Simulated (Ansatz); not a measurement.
Job for Ansatz (a first-principles code): U-PBE/def2-TZVPP on O, 2S+1 = 3, a spin state set in the input, which need not be the lowest.

Ansatz 0.2 input:
```yaml
crystal:
  periodic: [false, false, false]
  atoms:
    - {symbol: O, position_ang: [0.00000000, 0.00000000, 0.00000000]}
basis:
  gaussian:
    orbitals: def2-TZVPP
hamiltonian:
  xc: {name: PBE}
magnetization: {spin_polarized: true, initial_magnetization: 2}
scf: {lower_state_search: full}
```

Program output:

```
Functional definition: PBE
[...]
integrals: 0.00 GiB planned
151 factors; their error is unknown
mean field: 0.06 GiB planned
mean field evaluation 1: about -2040.8264 eV, gradient 1.0e1 eV
mean field evaluation 2: about -2040.8355 eV, gradient 9.2e0 eV
mean field evaluation 4: about -2041.1190 eV, gradient 2.6e-2 eV
mean field evaluation 8: about -2041.1171 eV, gradient 7.3e-4 eV
mean field evaluation 16: about -2041.1219 eV, gradient 5.7e-4 eV
mean field evaluation 32: about -2041.1171 eV, gradient 3.2e-5 eV
mean field evaluation 64: about -2032.4575 eV, gradient 7.3e1 eV
mean field -2041.11713282 eV, -75.0096711124 hartree, gradient 5.6e-5 eV, S^2 2.002783; 6 other end points of the search recorded, 0 dependent functions left out
reference -2041.11714629 eV, -75.0096716071 hartree; 5, 3 occupied and 26, 28 virtual orbitals, 151 factors
Total energy: -2041.11714629 eV, -75.0096716071 hartree
```

The run converged.

Cost: about 0.8 core-seconds (a rough figure).
